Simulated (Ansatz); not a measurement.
Job for Ansatz (a first-principles code): U-wB97X-V/def2-TZVPP on GeS, a point of a bond scan (R = 4.666 Å).

Ansatz 0.2 input:
```yaml
crystal:
  periodic: [false, false, false]
  atoms:
    - {symbol: Ge, position_ang: [-0.00000000, -0.00000000, -0.67616527]}
    - {symbol: S, position_ang: [0.00000000, 0.00000000, 3.98937507]}
basis:
  gaussian:
    orbitals: def2-TZVPP
hamiltonian:
  xc: {name: wB97X-V}
magnetization: {spin_polarized: true, initial_magnetization: 0}
```

Output:

```
WARN ansatz: RAYON_NUM_THREADS=1 ignored (pool sized by the plan → 1); use --threads N
Functional definition: wB97X-V
integrals: 0.03 GiB planned
556 factors; integrals over basis functions are off by at most 8.4e-4 eV
integrals: 0.07 GiB planned
108 factors; integrals over basis functions are off by at most 1.2e-4 eV
mean field: 0.49 GiB planned
mean field evaluation 1: about -67320.4801 eV, gradient 3.2e1 eV
mean field evaluation 2: about -67186.3124 eV, gradient 8.9e1 eV
mean field evaluation 4: about -67329.8046 eV, gradient 2.0e1 eV
mean field evaluation 8: about -67339.5463 eV, gradient 1.9e0 eV
mean field evaluation 16: about -67339.6022 eV, gradient 5.2e-2 eV
mean field evaluation 32: about -67339.7135 eV, gradient 7.8e-1 eV
mean field evaluation 64: about -67341.3207 eV, gradient 1.0e-1 eV
mean field evaluation 96: about -67341.8813 eV, gradient 6.6e-1 eV
mean field evaluation 128: about -67341.8455 eV, gradient 2.2e0 eV
mean field -67341.88631729 eV, -2474.7686761903 hartree, gradient 5.1e-6 eV, S^2 2.005138; 7 other end points of the search recorded, 0 dependent functions left out
reference -67341.88631821 eV, -2474.7686762243 hartree; 24, 24 occupied and 66, 66 virtual orbitals, 556 factors
Total energy: -67341.88631821 eV, -2474.7686762243 hartree
```

Self-consistency was reached. Its determinant has ⟨S²⟩ = 2.01, a mixture of spin states.

Cost: about 70 core-seconds (a rough figure).
